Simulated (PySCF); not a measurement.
C4H12Si, charge +1, quartet, at a GFN2-xTB geometry of the parent state (a state made from the parent by changing its charge; the spin is typed, not shown lowest); PBE0/3-21G (PySCF).

Input for PySCF:
```python
from pyscf import gto, scf, dft

mol = gto.Mole()
mol.atom = '''
    C    -0.417781   -1.214189   -1.412677
    Si    0.000000    0.000000   -0.000000
    C     0.005541    1.785287   -0.676144
    C    -1.310410   -0.153853    1.379712
    C     1.722650   -0.417246    0.709109
    H    -1.393964   -1.004244   -1.839505
    H    -0.429310   -2.241604   -1.061285
    H     0.309978   -1.152215   -2.216244
    H     0.240358    2.503370    0.103862
    H    -0.962114    2.055656   -1.088135
    H     0.741828    1.907685   -1.464873
    H    -2.304575    0.077452    1.009137
    H    -1.339921   -1.159908    1.787357
    H    -1.102103    0.525166    2.201134
    H     1.754239   -1.428607    1.103244
    H     2.493527   -0.339218   -0.051714
    H     1.992058    0.256468    1.517021
'''
mol.basis = '3-21g'
mol.charge = 1
mol.spin = 3
mol.verbose = 4
mol.build()

mf = dft.ROKS(mol)
mf.xc = 'pbe0'
mf.kernel()
```

**Question.** What does PySCF print? Leave out banner, timings and long lists.

**Answer.** 
```
PySCF version 2.14.0

[INPUT] verbose = 4
[INPUT] num. atoms = 17
[INPUT] num. electrons = 49
[INPUT] charge = 1
[INPUT] spin (= nelec alpha-beta = 2S) = 3
[INPUT] symmetry False subgroup None
[INPUT] Mole.unit = angstrom
[INPUT] Symbol           X                Y                Z      unit          X                Y                Z       unit  Magmom
[INPUT]  1 C     -0.417781000000  -1.214189000000  -1.412677000000 AA   -0.789491670047  -2.294484673460  -2.669572632472 Bohr   0.0
[INPUT]  2 Si     0.000000000000   0.000000000000   0.000000000000 AA    0.000000000000   0.000000000000   0.000000000000 Bohr   0.0
[INPUT]  3 C      0.005541000000   1.785287000000  -0.676144000000 AA    0.010470972456   3.373703483746  -1.277726980768 Bohr   0.0
[INPUT]  4 C     -1.310410000000  -0.153853000000   1.379712000000 AA   -2.476316010891  -0.290740033443   2.607277810776 Bohr   0.0
[INPUT]  5 C      1.722650000000  -0.417246000000   0.709109000000 AA    3.255336708482  -0.788480666570   1.340021802464 Bohr   0.0
[INPUT]  6 H     -1.393964000000  -1.004244000000  -1.839505000000 AA   -2.634210187503  -1.897746122238  -3.476160654768 Bohr   0.0
[INPUT]  7 H     -0.429310000000  -2.241604000000  -1.061285000000 AA   -0.811278322537  -4.236017639730  -2.005537990109 Bohr   0.0
[INPUT]  8 H      0.309978000000  -1.152215000000  -2.216244000000 AA    0.585773524640  -2.177370786616  -4.188094185211 Bohr   0.0
[INPUT]  9 H      0.240358000000   2.503370000000   0.103862000000 AA    0.454210791848   4.730683688452   0.196270734750 Bohr   0.0
[INPUT] 10 H     -0.962114000000   2.055656000000  -1.088135000000 AA   -1.818131960610   3.884626846319  -2.056277136554 Bohr   0.0
[INPUT] 11 H      0.741828000000   1.907685000000  -1.464873000000 AA    1.401851751534   3.605002181941  -2.768208777270 Bohr   0.0
[INPUT] 12 H     -2.304575000000   0.077452000000   1.009137000000 AA   -4.355015583520   0.146363067800   1.906992552165 Bohr   0.0
[INPUT] 13 H     -1.339921000000  -1.159908000000   1.787357000000 AA   -2.532083718553  -2.191908449692   3.377615216824 Bohr   0.0
[INPUT] 14 H     -1.102103000000   0.525166000000   2.201134000000 AA   -2.082672831062   0.992419909933   4.159540423468 Bohr   0.0
[INPUT] 15 H      1.754239000000  -1.428607000000   1.103244000000 AA    3.315031267031  -2.699675969637   2.084829008570 Bohr   0.0
[INPUT] 16 H      2.493527000000  -0.339218000000  -0.051714000000 AA    4.712083114208  -0.641029116523  -0.097725296806 Bohr   0.0
[INPUT] 17 H      1.992058000000   0.256468000000   1.517021000000 AA    3.764444044249   0.484654279715   2.866754215214 Bohr   0.0

nuclear repulsion = 243.401032827796
number of shells = 51
number of NR pGTOs = 123
number of NR cGTOs = 73
basis = 3-21g
ecp = {}

******** <class 'pyscf.dft.roks.ROKS'> ********
method = ROKS
initial guess = minao
damping factor = 0
level_shift factor = 0
DIIS = <class 'pyscf.scf.diis.CDIIS'>
diis_start_cycle = 1
diis_space = 8
diis_damp = 0
SCF conv_tol = 1e-09
SCF conv_tol_grad = None
SCF max_cycles = 50
direct_scf = True
direct_scf_tol = 1e-13
num. doubly occ = 23  num. singly occ = 3
XC library pyscf.dft.libxc version 7.1.2
    S. Lehtola, C. Steigemann, M. J. T. Oliveira, and M. A. L. Marques,  SoftwareX 7, 1–5 (2018)
XC functionals = pbe0
    C. Adamo and V. Barone,  J. Chem. Phys. 110, 6158 (1999)
    M. Ernzerhof and G. E. Scuseria,  J. Chem. Phys. 110, 5029 (1999)
radial grids:
    Treutler-Ahlrichs [JCP 102, 346 (1995); DOI:10.1063/1.469408] (M4) radial grids

becke partition: Becke, JCP 88, 2547 (1988); DOI:10.1063/1.454033
pruning grids: <function nwchem_prune>
grids dens level: 3
symmetrized grids: False
atomic radii adjust function: <function treutler_atomic_radii_adjust>
small_rho_cutoff = 0
Set gradient conv threshold to 3.16228e-05
tot grids = 193352
init E= -446.151462209949
  HOMO = 0.037795746250179  LUMO = 0.0469482796456648  gap/eV = 0.24905
cycle= 1 E= -445.673676550036  delta_E= 0.478  |g|= 0.354  |ddm|= 7.96
  HOMO = -0.161549811761685  LUMO = -0.138587164527461  gap/eV = 0.62485
cycle= 2 E= -445.278705092853  delta_E= 0.395  |g|= 0.894  |ddm|= 7.21
  HOMO = -0.111522624388402  LUMO = -0.109337340021641  gap/eV = 0.05946
cycle= 3 E= -445.64853845286  delta_E= -0.37  |g|= 0.401  |ddm|= 8.29
  HOMO = -0.100605650027976  LUMO = -0.0915961767377234  gap/eV = 0.24516
cycle= 4 E= -445.738742177032  delta_E= -0.0902  |g|= 0.178  |ddm|= 7.37
  HOMO = -0.106569910424497  LUMO = -0.0917630287778106  gap/eV = 0.40292
cycle= 5 E= -445.694292935249  delta_E= 0.0444  |g|= 0.322  |ddm|= 1.38
  HOMO = -0.108085858704338  LUMO = -0.0911255487548719  gap/eV = 0.46151
cycle= 6 E= -445.750129199655  delta_E= -0.0558  |g|= 0.0801  |ddm|= 1.64
  HOMO = -0.108172036162698  LUMO = -0.087272507232798  gap/eV = 0.56871
cycle= 7 E= -445.753017340292  delta_E= -0.00289  |g|= 0.0551  |ddm|= 0.516
  HOMO = -0.109296102434494  LUMO = -0.0846791307240107  gap/eV = 0.66986
cycle= 8 E= -445.755008048861  delta_E= -0.00199  |g|= 0.0424  |ddm|= 0.691
  HOMO = -0.11057671439695  LUMO = -0.085972239259811  gap/eV = 0.66952
cycle= 9 E= -445.755971976246  delta_E= -0.000964  |g|= 0.0352  |ddm|= 0.394
  HOMO = -0.110108956070221  LUMO = -0.0863559338558493  gap/eV = 0.64635
cycle= 10 E= -445.756709064419  delta_E= -0.000737  |g|= 0.0215  |ddm|= 0.392
  HOMO = -0.111233071286108  LUMO = -0.0877547725053527  gap/eV = 0.63888
cycle= 11 E= -445.757090311537  delta_E= -0.000381  |g|= 0.00585  |ddm|= 0.559
  HOMO = -0.110292376364881  LUMO = -0.087308609673902  gap/eV = 0.62542
cycle= 12 E= -445.757110743083  delta_E= -2.04e-05  |g|= 0.00375  |ddm|= 0.0948
  HOMO = -0.110414949881861  LUMO = -0.0874434068615297  gap/eV = 0.62509
cycle= 13 E= -445.757121096259  delta_E= -1.04e-05  |g|= 0.00138  |ddm|= 0.0484
  HOMO = -0.110337878124627  LUMO = -0.0873830758964844  gap/eV = 0.62463
cycle= 14 E= -445.757125658887  delta_E= -4.56e-06  |g|= 0.00145  |ddm|= 0.062
  HOMO = -0.110386543842135  LUMO = -0.0874230146803667  gap/eV = 0.62487
cycle= 15 E= -445.757126489411  delta_E= -8.31e-07  |g|= 0.000936  |ddm|= 0.00582
  HOMO = -0.110390819170163  LUMO = -0.0873952786136578  gap/eV = 0.62574
cycle= 16 E= -445.757129217121  delta_E= -2.73e-06  |g|= 0.000853  |ddm|= 0.0579
  HOMO = -0.11040495043208  LUMO = -0.0873921162394402  gap/eV = 0.62621
cycle= 17 E= -445.757130957565  delta_E= -1.74e-06  |g|= 0.000435  |ddm|= 0.0602
  HOMO = -0.110389004035991  LUMO = -0.0873963506516047  gap/eV = 0.62566
cycle= 18 E= -445.757131379108  delta_E= -4.22e-07  |g|= 0.000176  |ddm|= 0.0314
  HOMO = -0.110385636857039  LUMO = -0.0873969719704877  gap/eV = 0.62555
cycle= 19 E= -445.757131413936  delta_E= -3.48e-08  |g|= 6.88e-05  |ddm|= 0.00593
  HOMO = -0.110382557379335  LUMO = -0.0873973829845911  gap/eV = 0.62546
cycle= 20 E= -445.757131424874  delta_E= -1.09e-08  |g|= 3.81e-05  |ddm|= 0.00782
  HOMO = -0.110382153419926  LUMO = -0.0873977065206688  gap/eV = 0.62544
cycle= 21 E= -445.757131426156  delta_E= -1.28e-09  |g|= 9.66e-06  |ddm|= 0.00132
  HOMO = -0.110381680354938  LUMO = -0.0873976572061861  gap/eV = 0.62543
cycle= 22 E= -445.757131426228  delta_E= -7.22e-11  |g|= 6.94e-06  |ddm|= 0.000247
  HOMO = -0.110383116227776  LUMO = -0.0873980712840718  gap/eV = 0.62545
Extra cycle  E= -445.757131426181  delta_E= 4.65e-11  |g|= 1.26e-05  |ddm|= 9.16e-05
converged SCF energy = -445.757131426181
```
